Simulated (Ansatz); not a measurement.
Ideal-gas functions of BBrH₄SiSn, SMILES `Br[B]1[SiH2][SnH2]1` at 800 K and 1 bar, from an Ansatz frequency run at PBE0-D4/def2-TZVP.

Molar mass 241.54 g/mol, point group C1 (symmetry number 1), electronic degeneracy 1, moments of inertia 184.802, 641.963, 816.825 u Å². Harmonic wavenumbers (cm⁻¹, unscaled): 106, 114, 175, 312, 322, 382, 399, 458, 467, 538, 694, 705, 910, 950, 1920, 1949, 2217, 2252.

Use S(trans) = R[1.5 ln M + 2.5 ln T − 1.1517]; rotational temperatures θ = 24.2544 K / I; S(rot) = R[ln(√π/σ · √(T³/θAθBθC)) + 1.5]; for each mode x = 1.438777 ν̃/T, S = R[x/(eˣ − 1) − ln(1 − e⁻ˣ)] and H = RT x/(eˣ − 1); 1 cm⁻¹ = 0.0119627 kJ/mol; R = 8.31446 J/(mol·K).

Question: By hand: the entropy, in J/(mol·K).

Answer: Translation 197.8. Rotation: θ = 0.1312, 0.0378, 0.0297 K, giving 137.3. Vibration, mode by mode: 22.11, 21.50, 17.96, 13.23, 12.97, 11.60, 11.25, 10.16, 10.01, 8.91, 6.99, 6.88, 5.09, 4.80, 1.21, 1.16, 0.78, 0.74, in all 167.3. Electronic 0.0. Sum 502.4 J/(mol·K).

Question: By hand: H − E and G − E in kJ/mol, counted from the electronic energy.

Answer: Zero-point energy ½ × 14870 × 0.0119627 = 88.9; thermal vibration 63.4; translation, rotation and pV give 4 RT = 26.6. H − E = 178.9 kJ/mol, and G − E = 178.9 − 800 × 502.4/1000 = -223.0 kJ/mol.

Vibration gives 33 % of the entropy, 43.6 J/(mol·K) of it from the modes under 150 cm⁻¹: soft modes count most, and the harmonic formula is weakest for them. The sum counts one conformer and one mirror image; others add a mixing term.
